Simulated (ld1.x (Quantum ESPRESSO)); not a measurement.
Building the PAW potential for titanium (Ti) (PBE, scalar-relativistic).

- Element: titanium
- Generator: ld1.x (Quantum ESPRESSO) 7.5
- Type: PAW
- Functional: PBE
- Relativity: scalar-relativistic
- Frozen core: [Ar]
- Valence charge: 4
- Reference configuration: 3d2 4s2 4p0
- Partial waves: 4s (bound): rcut 2.95, rcutus 3.20 bohr; 4s channel at 1.85 Ry: rcut 2.95, rcutus 3.20 bohr; 4p (bound, empty): rcut 2.65, rcutus 3.50 bohr; 4p channel at 0.35 Ry: rcut 2.65, rcutus 3.50 bohr; 3d (bound): rcut 2.20, rcutus 2.75 bohr; 3d channel at 1.55 Ry: rcut 2.20, rcutus 2.75 bohr
- Local potential: all-electron potential smoothed inside 2.10 bohr (lloc = -1)
- Core correction: Bessel-smoothed model core inside 2.65 bohr
- Augmentation charge: PSQ, inside the norm-conserving radii

All-electron outer shells of the reference configuration (PBE, scalar-relativistic, ld1.x):

```csv
shell,level (eV),outermost node (bohr),outermost maximum (bohr)
3s,-62.63,0.40,0.87
3p,-38.86,0.37,0.90
4s,-4.47,1.24,2.92
3d,-4.26,–,0.98
4p,-1.47,1.39,3.80
```

Results:

- Cutoffs needed: 12 Ry and 15 Ry (the cutoffs (Ry, on a coarse ladder) from which the occupation-weighted sum of valence levels, in a spherical-Bessel basis at the reference potential, stays within 10 and 1 mRy of its value at 400 Ry)
- Ghost test: no extra level below or beside the all-electron valence levels (s, p, d, f tested) (spherical-Bessel basis up to 400 Ry, 20 bohr box)
- Largest excitation error: -692 meV (all-electron minus pseudo) for 3d1 4s0 4p0, out of 7 test configurations
- Lowest eigenvalue of the overlap operator: 0.56 (p channel)
- Density cutoff estimated by the generator: 84 Ry

Generation and tests took about 1.8 s on one core of a shared server CPU.
